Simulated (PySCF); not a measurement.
**EPR parameters of C6H8NO**

C6H8NO (doublet state).
Cartesian coordinates in Å at the GFN2-xTB level; atoms count from 1:
```xyz
16
C6H8NO angstrom
C      1.0203   -0.2624    1.2102
C      0.4348    0.0734   -0.0081
C     -0.9514    0.1594   -0.4353
C     -1.9752   -0.8029    0.1249
C     -2.0123    0.6283    0.5353
O      1.4241    0.3545   -0.8977
C      2.6467    0.1769   -0.1733
N      2.3332   -0.2119    1.1521
H      0.5175   -0.5347    2.1177
H     -1.0553    0.4530   -1.4719
H     -2.7344   -1.1683   -0.5495
H     -1.6330   -1.5342    0.8406
H     -1.6945    0.8854    1.5337
H     -2.7980    1.2584    0.1481
H      3.2133    1.1206   -0.1902
H      3.2566   -0.5866   -0.6805
```

The hyperfine couplings belong to this conformer and change with its torsions.

As a line formula: `C1=C(C2CC2)OC[N]1` [radical].

Theory: UKS B3LYP, pcH-1 on C H N O, non-relativistic, mean-field spin-orbit, GIAO (PySCF). One conformer (not necessarily the lowest) at the GFN2-xTB geometry, without solvent, vibrations or thermal averaging. The geometry wasn't refined by DFT: couplings that depend on bond lengths, twists or pyramidal angles can differ widely from those at the functional's own minimum. The SCF solution wasn't tested for stability.

```
g1, g2, g3        : 2.00204, 2.00463, 2.00508
g_iso             : 2.00392
Form of g         : close to axial: the two nearest values differ by 15 % of g3 − g1
⟨S²⟩              : 0.7652 (exact 0.7500)
α and β electrons : 30, 29
Total energy      : -363.36377 Eh
Basis functions   : 280
```

Isotropic coupling and dipolar principal values T1 to T3, in MHz:

```csv
atom,isotope,a_iso,T1,T2,T3,Mulliken spin population
C1,13C,-32.4,-13.1,4.8,8.2,-0.12
C2,13C,40.5,-42.2,-41.1,83.4,0.47
C3,13C,-20.3,-1.0,-0.6,1.6,-0.05
C4,13C,29.4,-4.3,-4.3,8.6,0.04
C5,13C,29.4,-4.3,-4.2,8.5,0.04
O6,17O,-16.4,-52.9,25.5,27.5,0.11
C7,13C,-30.8,-1.6,0.0,1.6,-0.06
N8,14N,18.9,-22.5,-22.4,44.9,0.45
H9,1H,1.5,-4.5,0.9,3.6,0.00
H10,1H,0.6,-2.8,-1.9,4.7,0.00
H11,1H,6.2,-2.5,-1.1,3.6,0.00
H12,1H,-3.2,-3.5,-0.8,4.2,0.00
H13,1H,-3.2,-3.5,-0.8,4.2,0.00
H14,1H,6.3,-2.5,-1.1,3.6,0.00
H15,1H,116.4,-3.7,-1.3,5.0,0.06
H16,1H,116.5,-3.7,-1.3,5.0,0.06
```

The Mulliken spin populations are largest on C2 (+0.47), N8 (+0.45), C1 (-0.12) and O6 (+0.11).

N8, the radical centre as drawn in `C1=C(C2CC2)OC[N]1`, holds a spin population of +0.45 out of 1.

Axes: g2 points within 14° of the C2–C3 bond and g3 points within 3° of the C1–H9 bond.

Under fast tumbling the dipolar parts average out, and these isotropic splittings remain: 2 × 1H (H15/H16, I = 1/2, 3 lines) with 4.15 mT, 1 × 14N (N8, I = 1, 3 lines) with 0.68 mT, 2 × 1H (H11/H14, I = 1/2, 3 lines) with 0.22 mT, 2 × 1H (H12/H13, I = 1/2, 3 lines) with 0.11 mT and 1 × 1H (H9, I = 1/2, 2 lines) with 0.05 mT.

Class means assume fast exchange of nuclei equivalent by connectivity; if that motion is slow, each nucleus keeps its own coupling.

The 17O coupling of O6 (-16.4 MHz) shows only in satellite lines or after enrichment, since that isotope makes up about 0.038 % of natural oxygen.

The 13C coupling of C2 (40.5 MHz) shows only in satellite lines or after enrichment, since that isotope makes up about 1.07 % of natural carbon.

The run took 47 s wall (grids of density and orbitals included) on AMD EPYC 9B14, one thread, no GPU, on a shared host, and the process peaked at 0.96 GiB of memory.
